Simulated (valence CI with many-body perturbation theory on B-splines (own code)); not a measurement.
**W⁵⁹⁺: key properties**

Calculated by relativistic CI+MBPT: five valence electrons over a frozen Dirac-Fock core [Ne], radial functions for each j: 9 s, 9 p, 8 d, 6 f, 3 g, 1 h, with the one-electron correlation potential Σ1 (screened to all orders), the two-electron term Σ2, the three-electron term Σ3, Breit, model QED; selected single and double excitations, second order for the rest (own B-spline code, finite nucleus).

The last digits are not significant, and no measured levels were compared; by estimate large intervals hold to a few tenths of a per cent, small ones and those within an open d or f shell to about a per cent. Among the levels kept, up to 540 cm⁻¹ of a level comes from second order outside the variational space, and about a tenth of that is noise between levels of different J, which matters for small intervals.

Levels are named by their leading jj configuration (3d3/2^4 stands for four electrons in 3d with j = 3/2), which in mixed levels can hold well under half, so a name can repeat and another be missing.

Rates and lifetimes use the calculated energies. Strong lines usually hold to 10 to 20 %, long lifetimes can be off by a factor of two.

(1) What is the ground level?

(2) Where does the other parity begin?

(3) How well does LS coupling describe the low levels?

(4) Among levels below 931.50 eV, which E1 lines absorb most strongly from the ground level?

(5) Name the longest-lived excited levels whose lifetime is computed, and their main decay.

(6) What is the ionisation energy?

(7) What are the static dipole polarisabilities of the lowest levels?

Answers

(1) (3s^2 3p1/2^2 3p3/2) J=3/2, composition 48 % 3s²3p³ ²P° + 27 % 3s²3p³ ²D° + 25 % 3s²3p³ ⁴S°, g = 1.341.

(2) At (3s^2 3p1/2^2 3d3/2) J=3/2, 229.65 eV.

(3) Among the lowest 20 levels the leading LS term, summed over configurations, holds 54 % on average. For single configurations the figures are 52 % in LS and 94 % in jj coupling. Terms mix most in the J = 3/2 level at 571.95 eV, where the leading one holds 33 %.

(4) to (3s^2 3p1/2 3p3/2 3d3/2) J=3/2 at 1.995 nm, f = 0.356; to (3s^2 3p1/2 3p3/2 3d3/2) J=5/2 at 2.031 nm, f = 0.292; to (3s^2 3p1/2 3p3/2 3d3/2) J=1/2 at 1.998 nm, f = 0.125.

(5) (3s^2 3p1/2 3p3/2 3d5/2) J=9/2 at 662.89 eV lives 149 ns, mostly by E2 to (3s^2 3p1/2^2 3d5/2) J=5/2; (3s^2 3p1/2 3p3/2^2) J=5/2 at 353.14 eV lives 7.73 ns, mostly by M1 to (3s^2 3p1/2^2 3p3/2) J=3/2; (3s^2 3p1/2 3p3/2^2) J=1/2 at 368.50 eV lives 4.38 ns, mostly by M1 to (3s^2 3p1/2^2 3p3/2) J=3/2.

(6) 6104.3 eV; NIST lists 6093 ± 5 eV (semi-empirical).

(7) (3s^2 3p1/2^2 3p3/2) J=3/2 0.00276 (tensor 0.00021) bohr³, of which the core gives 4.45e-05.
